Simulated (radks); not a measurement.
Question: These are the eigenvalues of the occupied orbitals of an atom or ion with whole-number occupations (eV). Method: Dirac Kohn-Sham, PBE, spin-unpolarised, spherical densities, point nucleus; computed with a radial shooting solver on a logarithmic mesh with Libxc functionals.

1s1/2: -48613.91
2s1/2: -8222.886
2p1/2: -7815.230
2p3/2: -7167.243
3s1/2: -2038.838
3p1/2: -1863.008
3p3/2: -1730.774
3d3/2: -1426.728
3d5/2: -1397.985
4s1/2: -627.6092
4p1/2: -558.8395
4p3/2: -527.9323
4d3/2: -413.8146
4d5/2: -407.9582
5s1/2: -271.5177
4f5/2: -270.6037
4f7/2: -269.5618

Which element is it, and in what charge state? The configuration may be excited. Open shells, if any, are shared by 2j + 1.

Answer: Z = 63, europium, charge +14: Eu14+ in [Kr] 4d10 4f2 5s1. The list shows which subshells hold electrons but not how many an open one holds; the 1s level, -1786.5 hartree, gives Z - s = 59.8 by -(Z - s)^2/2, which with screening and relativity narrows Z to a few neighbours, and the depths of the outer levels then fix element, charge and occupations together.
